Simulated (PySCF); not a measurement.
## Magnetisability: `InChI=1S/C5H7Cl2F/c1-3-5(6,7)4(2)8/h3-4H,1H2,2H3/t4-/m0/s1`

Molfile (atoms numbered from 1):
```
C5H7Cl2F
     RDKit          3D

 15 14  0  0  0  0  0  0  0  0999 V2000
    2.5459    0.0601   -0.7672 C   0  0  0  0  0  0  0  0  0  0  0  0
    1.5789    0.3980    0.0641 C   0  0  0  0  0  0  0  0  0  0  0  0
    0.3247   -0.3744    0.3181 C   0  0  0  0  0  0  0  0  0  0  0  0
    0.3620   -0.9139    2.0385 Cl  0  0  0  0  0  0  0  0  0  0  0  0
    0.2027   -1.8208   -0.6998 Cl  0  0  0  0  0  0  0  0  0  0  0  0
   -0.9253    0.5092    0.1513 C   0  0  2  0  0  0  0  0  0  0  0  0
   -2.2441   -0.2266    0.2997 C   0  0  0  0  0  0  0  0  0  0  0  0
   -0.8618    1.0903   -1.0985 F   0  0  0  0  0  0  0  0  0  0  0  0
    3.4163    0.6812   -0.8829 H   0  0  0  0  0  0  0  0  0  0  0  0
    2.5071   -0.8349   -1.3639 H   0  0  0  0  0  0  0  0  0  0  0  0
    1.6398    1.3027    0.6541 H   0  0  0  0  0  0  0  0  0  0  0  0
   -0.8560    1.3364    0.8711 H   0  0  0  0  0  0  0  0  0  0  0  0
   -2.3334   -0.9933   -0.4654 H   0  0  0  0  0  0  0  0  0  0  0  0
   -2.2996   -0.6859    1.2819 H   0  0  0  0  0  0  0  0  0  0  0  0
   -3.0617    0.4801    0.1849 H   0  0  0  0  0  0  0  0  0  0  0  0
  1  2  2  0
  2  3  1  0
  3  4  1  0
  3  5  1  0
  3  6  1  0
  6  7  1  0
  6  8  1  0
  1  9  1  0
  1 10  1  0
  2 11  1  0
  6 12  1  1
  7 13  1  0
  7 14  1  0
  7 15  1  0
M  END
```

Method used: PySCF, GIAO B3LYP/pcSseg-1 magnetisability, rotational g tensor and spin-rotation constants, non-relativistic, gas phase. Geometry: GFN2-xTB.

(1) What are the magnetisability and the molar susceptibility?

(2) Split it along the inertial axes a, b, c into diamagnetic and paramagnetic parts about the centre of mass, with the quadrupole moment.

(3) And the rotational g tensor?

Results:

(1) Isotropic -1516 × 10⁻³⁰ J/T², or -91.3 × 10⁻⁶ cm³/mol; principal values -1713, -1427, -1408 × 10⁻³⁰ J/T², anisotropy 296 × 10⁻³⁰ J/T² (root of half the summed squared differences of the principal values). The susceptibility is in cgs units.

(2) 
| axis | χ (10⁻⁶ cm³/mol) | diamagnetic (10⁻⁶ cm³/mol) | paramagnetic (10⁻⁶ cm³/mol) | summed x² of all electrons (Å²) | quadrupole Θ (D Å) |
| --- | --- | --- | --- | --- | --- |
| a | -87.5 | -857.9 | 770.4 | 151.6 | +3.91 |
| b | -100.3 | -989.3 | 889.0 | 120.7 | -6.12 |
| c | -86.0 | -1155.3 | 1069.3 | 81.5 | +2.20 |

Anisotropies 2χaa − χbb − χcc = +11.4 and 2χbb − χaa − χcc = -27.2 × 10⁻⁶ cm³/mol. Θ is traceless in Buckingham's convention.

(3) 
| axis | rotational constant (GHz) | g | nuclear part | electronic part |
| --- | --- | --- | --- | --- |
| a | 1.4811 | -0.0159 | 0.5202 | -0.5361 |
| b | 1.3434 | -0.0026 | 0.5585 | -0.5611 |
| c | 1.1095 | -0.0121 | 0.5452 | -0.5573 |

Asymmetric top; isotopes 12C, 35Cl, 19F, 1H; no vibrational averaging.
